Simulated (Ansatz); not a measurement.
The first iterations of a band of AlBrH4 (6 atoms, charge 0, multiplicity 1).

Computed with RKS B3LYP-D4/def2-SVP (Ansatz 0.2.0).

```yaml
movable_images: 5
climbing_image: yes
spring: 5.0 eV/Å²
optimiser: quadratic models (default)
start_path: through a guess of the saddle point
force_threshold: 0.03 eV/Å
iteration_limit: 60
end_points: relaxed
```

Initial state:

```xyz
6
Properties=species:S:1:pos:R:3
Al 0.001 0.188 -0.004
H -0.005 0.738 1.489
H 1.371 0.120 -0.803
H -1.374 0.042 -0.785
Br 0.084 -2.523 0.970
H 0.079 -2.098 2.337
```

Final state:

```xyz
6
Properties=species:S:1:pos:R:3
Al 0.022 -0.626 -0.211
H 0.010 0.278 1.972
H 1.391 0.118 -0.445
H -1.389 0.039 -0.427
Br 0.089 -2.870 0.198
H 0.033 -0.472 2.117
```

| iteration | highest image above the first end (eV) | largest band force component (eV/Å) |
| --- | --- | --- |
| 1 | 0.736 | 2.485 |
| 2 | 0.192 | 0.851 |
| 3 | 0.136 | 1.045 |

Problem. Does the band converge within its limit, and where does its top end?

Solution. The run converged. It ended after 9 iterations with the highest image 0.104 eV above the first end. A vibrational analysis at the climbing image gives one clearly imaginary mode, 304i cm⁻¹: a first-order saddle point. The orbitals stay closed-shell, which can raise the energy where a bond breaks towards radicals; this wasn't checked here.

The run took 89 s on 1 thread of Arm Neoverse V2, with other jobs on the host, peak memory 0.14 GiB.
